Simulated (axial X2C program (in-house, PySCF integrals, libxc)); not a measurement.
**Potential curves of ScN, with spin–orbit coupling**

All values were computed with an in-house relativistic program for diatomic molecules. Two-component (2c) means X2C with spin–orbit coupling and atomic mean-field two-electron Coulomb and Gaunt terms. Basis: Sc dyall-cv3z [10s11p7d5f2g], N dyall-av3z [7s7p3d2f] (cores contracted in-house); Gaussian nuclei, density fitting, unrestricted open shells. Masses: Sc 44.956 u, N 14.003 u.

State: Ω = 0 (closed shell). Energies in cm⁻¹ from the fragments at the same level (Sc + N). Fits are polynomials in 1 − R0/R over 0.85 to 1.23 times the lowest point R0.

```csv
R (Å),B97-3,PBE0
1.4251,-21776,-23261
1.4906,-27197,-28511
1.5397,-29660,-30868
1.5889,-31012,-32134
1.6380,-31444,-32504
1.6953,-31008,-32028
1.7527,-29767,-30777
1.8264,-27294,-28314
1.9165,-23364,-24394
2.0475,-16766,-17691
```

The state is one determinant whose occupation by symmetry is held fixed; it was picked as the lowest of a PBE0 search that is not exhaustive. Closed shells are restricted here (equal orbitals for both partners); the stretched side of such a curve lies too high. De is counted from the lowest determinant-based energies of the atoms at the same level, without counterpoise correction. A 2c atom that is not at its ground J level misses part of its spin–orbit lowering, and De is too large by that part (0.04 eV or less for light atoms). This holds for B97-3, PBE0. PBE0 can misorder states that lie within some tenths of an eV, so this need not be the ground state of the molecule. The nearest other 2c determinant of the search, Ω = 1, lies 0.43 eV up at the distance of the search. Without a current term, density functionals place determinants with orbital angular momentum somewhat too high.

Task: What are Re, ωe and De at the B97-3 level?

Result: At B97-3, 2c: Re = 1.640 Å, ωe ≈ 987 cm⁻¹, De = 3.90 eV to Sc + N; Be follows as 0.587 cm⁻¹.

Task: Fit the PBE0 curve near its minimum: give the equilibrium distance, the harmonic wavenumber and the well depth.

Result: At PBE0, 2c: Re = 1.637 Å, ωe ≈ 976 cm⁻¹, De = 4.03 eV to Sc + N; Be follows as 0.589 cm⁻¹.
